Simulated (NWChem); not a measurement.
System: SiHI$_{2}$Cl; SMILES I[SiH](I)Cl

The following NWChem deck was run.

```
start job
memory heap 200 mb stack 900 mb global 1100 mb
geometry units angstroms noautoz
  Si     0.705848     0.598970     0.000000
  Cl     2.591617    -0.255594     0.000000
  I     -0.513936    -0.068538     2.022345
  I     -0.513936    -0.068538    -2.022345
  H      0.853626     2.085837     0.000000
end
basis spherical
  Si library def2-svpd
  Cl library def2-svpd
  I library def2-svpd
  H library def2-svpd
end
ecp
  I library def2-ecp
end
dft
  xc xtpss03 ctpss03
  iterations 150
  mulliken
end
task dft energy
```

Coordinates come from a PBE-D3(BJ)/def2-SVP optimisation. def2 effective core potentials on I; no spin-orbit coupling.

Question: What results follow from this input? (TPSS/def2-SVPD with def2 effective core potentials on I.) Quantities: basis functions; energy (Ha); highest occupied level (eV); orbital gap (eV); dipole (D).

Answer: The number of basis functions is 129 and the energy (Ha) comes out as -1345.41. The highest occupied level (eV) comes out as -6.84. The orbital gap (eV) is 4.14 and the dipole (D) is 0.72.
